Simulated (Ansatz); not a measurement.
Molecule: MgO (charge +1, doublet). SMILES: [Mg+]=[O]
Geometry: optimised at B3LYP-D3(BJ)/def2-TZVP (Ansatz, an electronic-structure program).

Property: vertical electron affinity (to the triplet state of charge +0; a negative value means that the extra electron is unbound and the number depends on the basis; each state is the SCF solution reached for its spin), in eV. Cores are frozen in the correlated levels unless marked. Open shells are spin-unrestricted. No spin-orbit coupling. No relativistic terms. CBS(X,Y): correlation extrapolated as X^-3; Hartree-Fock from the larger set.

| level | program | vertical electron affinity (eV) |
|---|---|---|
| r2SCAN/def2-TZVPD | Ansatz | 7.72 |
| B3LYP/def2-TZVPD | Ansatz | 7.86 |
| PBE0/def2-TZVPD | Ansatz | 7.78 |
| BHLYP/def2-TZVPD | Ansatz | 7.81 |
| CAM-B3LYP/def2-TZVPD | Ansatz | 7.91 |
| CCSD/def2-SVPD | Ansatz | 7.57 |
| CCSD(T)/CBS(def2-TZVPPD,def2-QZVPPD) | Ansatz | 7.56 |
